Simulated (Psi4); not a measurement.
Psi4 input (wB97X-D/6-311+G**):

```
memory 1500 MB

molecule {
-1 1
C    -1.94939300   -0.08238600    0.12950400
N    -0.71889500   -0.65939600   -0.31604900
B     0.46306100   -0.05992500   -0.07674000
F     0.69170100    1.14659400    0.60030400
F     1.68931500   -0.57175200   -0.48420800
H    -2.50978400   -0.75849000    0.80451200
H    -2.64718800    0.11600200   -0.70746400
H    -1.85884900    0.87862600    0.67710300
symmetry c1
no_reorient
no_com
}

set {
  basis 6-311+G**
  reference rks
  scf_type df
  df_basis_scf def2-universal-jkfit
  dft_radial_points 99
  dft_spherical_points 590
  e_convergence 1e-8
  d_convergence 1e-7
  maxiter 150
}

e = energy('wb97x-d')
print_out(f'\nFINAL {e:.10f} DIPOLE {variable("CURRENT DIPOLE")[0]:.6f} {variable("CURRENT DIPOLE")[1]:.6f} {variable("CURRENT DIPOLE")[2]:.6f}\n')
```

From the output:

```
    One-Electron Energy =                -764.2893448956087923
    Two-Electron Energy =                 313.2486476052433204
    DFT Exchange-Correlation Energy =     -27.0488641906876985
    Empirical Dispersion Energy =          -0.0019337151610440
    VV10 Nonlocal Energy =                  0.0000000000000000
    Total Energy =                       -319.3650739391291040

Computation Completed

Properties will be evaluated at   0.000000,   0.000000,   0.000000 [a0]

Properties computed using the SCF density matrix

 Multipole Moments:

 ------------------------------------------------------------------------------------
     Multipole            Electronic (a.u.)      Nuclear  (a.u.)        Total (a.u.)
 ------------------------------------------------------------------------------------

 L = 1.  Multiply by 2.5417464519 to convert [e a0] to [Debye]
 Dipole X            :         -0.1109794            0.0000094           -0.1109700
 Dipole Y            :          0.6799834            0.0000057            0.6799891
 Dipole Z            :          0.4033836           -0.0000076            0.4033761
 Magnitude           :                                                    0.7983807

 ------------------------------------------------------------------------------------

FINAL -319.3650739391 DIPOLE -0.110970 0.679989 0.403376

*** Psi4 exiting successfully. Buy a developer a beer!
```

The dipole moment of an ion depends on the origin.

The geometry given is a B3LYP-D3(BJ)/def2-TZVP minimum.
